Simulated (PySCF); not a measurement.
Zn(F)(OSiH3), H₃FOSiZn, SMILES [O]([Zn][F])[SiH3] (PBE0/def2-SVP optimised geometry):

```
7

Zn    -1.061    -1.125    -3.039
F     -1.121    -1.190    -4.768
O     -1.054    -1.129    -1.287
Si    -0.447    -0.304     0.000
H      1.054    -0.304     0.000
H     -0.916    -0.942     1.266
H     -0.891     1.129     0.000
```

Level of theory: PBE0/def2-TZVP in PySCF.

What are the frontier orbital energies and the dipole moment?

HOMO-2 -10.43 eV, HOMO-1 -8.76 eV, HOMO -8.61 eV, LUMO -1.71 eV, LUMO+1 -0.06 eV; dipole moment 0.73 D.

On the same geometry PBE/def2-TZVP run with PySCF gives HOMO-2 -8.65 eV, HOMO-1 -7.37 eV, HOMO -7.18 eV, LUMO -2.68 eV, LUMO+1 -0.82 eV; dipole moment 0.67 D.

Meta-Löwdin charges at PBE0/def2-TZVP: Zn1 1.41, F2 -0.73, O3 -1.05, Si4 0.74, H5 -0.13, H6 -0.11, H7 -0.13.
